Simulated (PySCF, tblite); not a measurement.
## A complex of BeF2 and dimethyl ether

A gas-phase complex of BeF2 and dimethyl ether; neutral, singlet. The structure comes from a short search (6 tight-binding starts) and was relaxed by PBE0-D3(BJ)/def2-SVPD; another way of binding may lie lower. No frequency run checks that it is a minimum.

Parts: 1 = BeF2 ([F][Be][F]), atoms 1–3; 2 = dimethyl ether (COC), atoms 4–12.

Coordinates in Å:
```
F1     -0.540    0.958    1.204
Be2    -0.697    0.833   -0.218
F3     -1.208   -0.111   -1.171
C4     -0.164    2.323   -2.405
O5     -0.118    2.181   -0.991
C6      0.413    3.292   -0.282
H7     -0.591    1.396   -2.800
H8      0.853    2.477   -2.793
H9     -0.798    3.182   -2.669
H10     0.389    3.028    0.780
H11    -0.205    4.181   -0.472
H12     1.446    3.479   -0.611
```

Contacts between parts, classed by geometry: Be2···O5 1.658 Å (bond).

The parts are joined by the bond Be2–O5, so these are energies of forming such bonds; deforming the relaxed parts to their shape in the adduct costs 12.0 kcal/mol, which the interaction energies leave out.

Interaction energies are complex less parts, with the parts frozen as they stand in it; counterpoise-corrected, in kcal/mol (PySCF).

(1) How strongly do the parts interact, level by level?

(2) What holds them together? Decompose the wB97M-D3(BJ)/def2-SVPD energy: frozen parts, their antisymmetrised product, then relaxation.

The parts were also relaxed and run alone, at the levels used for the complex: shieldings by PBE0/pcSseg-2; core levels by delta-SCF with SCAN, pcX-2 on the ionised atom and pcseg-1 elsewhere, spin-free X2C.

(3) How do these values change when the complex forms?

Answers

(1) 
```
                 level  interaction  superposition error removed
wB97M-D3(BJ)/def2-SVPD       -39.41                        -4.52
 PBE0-D3(BJ)/def2-SVPD       -39.81                        -4.72
```

(2) electrostatic -56.3, Pauli repulsion +49.8, orbital relaxation -34.8, dispersion correction -2.6 kcal/mol, which sum to the value before the counterpoise correction; the Pauli term holds the exchange-correlation of the frozen density too. Of the attraction, 60 % is electrostatic, 37 % is orbital relaxation, 3 % is dispersion correction.

(3) 
```
              property   alone  in the complex  change
shielding of Be2 (ppm)   105.9           105.5    -0.4
 shielding of O5 (ppm)   331.6           318.1   -13.5
 F1 1s core level (eV)  692.85          690.71   -2.14
Be2 1s core level (eV)  123.70          120.78   -2.92
 O5 1s core level (eV)  538.55          540.92   +2.37
```

The 4 runs behind this took 2.2 min in all, one thread each of Arm Neoverse V1 on a shared host, launched as `OMP_NUM_THREADS=1 python cluster_run.py task.json out`.
